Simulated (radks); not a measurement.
The numbers below are computed, except where a source is named.
Numerical settings for the platinum ion Pt+, [Xe] 4f14 5d9. Level of theory: Dirac Kohn-Sham, PBE, spin-unpolarised, spherical densities, finite nucleus; open shells are shared between the two j in proportion to 2j + 1; Fermi nuclear charge, rms radius 5.427 fm (a radial shooting solver on a logarithmic mesh with Libxc functionals). The defaults (mesh step 0.008 in ln r, mesh end at 40 bohr or more with all orbitals vanishing there, Anderson mixing 0.5 over 9 steps, residual threshold near 1e-9 with the energy settled to 1e-9 hartree or 1e-11 of itself, here a cap of 70 iterations) give E = -18442.542 hartree and 5d5/2 at -13.781 eV in 14 iterations. Run on one thread of a shared host, so times are rough (Arm Neoverse N1): 0.2 s of CPU time, 0.2 s wall, 14 iterations on 2314 mesh points. Changes against that run (0 stands for a change within the tolerance of the run):

mesh step in ln r 0.05: iterations 14; converged yes; E (mhartree) +0.0895; e(5d5/2) (meV) -0.0136; CPU (s) 0.05
mesh step in ln r 0.2: iterations 4; converged no; E (mhartree) diverged; CPU (s) 0.01
mesh step in ln r 0.03: iterations 14; converged yes; E (mhartree) +0.00407; e(5d5/2) (meV) 0; CPU (s) 0.07
mesh end (bohr) 400: iterations 14; converged yes; E (mhartree) 0; e(5d5/2) (meV) 0; CPU (s) 0.21
mesh end (bohr) 1: iterations 14; converged level above zero; E (mhartree) +2.57e+05; e(5d5/2) (meV) +6.12e+05; CPU (s) 0.14
residual threshold 0.01: iterations 9; converged yes; E (mhartree) +0.000997; e(5d5/2) (meV) +9.4; CPU (s) 0.16
residual threshold 1e-05: iterations 12; converged yes; E (mhartree) 0; e(5d5/2) (meV) -0.0591; CPU (s) 0.19
mixing 0.01: iterations 26; converged yes; E (mhartree) 0; e(5d5/2) (meV) 0; CPU (s) 0.33
linear mixing, mixing 0.5: iterations 30; converged yes; E (mhartree) 0; e(5d5/2) (meV) 0; CPU (s) 0.33
linear mixing, mixing 1: iterations 70; converged no; E (mhartree) +1.17e+06; e(5d5/2) (meV) +1.29e+04; CPU (s) 3
mixing history 2: iterations 22; converged yes; E (mhartree) 0; e(5d5/2) (meV) 0; CPU (s) 0.27
iteration cap 5: iterations 5; converged no; E (mhartree) +0.0596; e(5d5/2) (meV) -63.2; CPU (s) 0.08

Settled on a wrong energy, with an occupied level pushed above zero by the early mesh end: mesh end (bohr) 1 (+257 hartree). Apart from these: no run marked as converged misses the energy by more than 1 mhartree. A mesh that ends early acts as a hard wall.
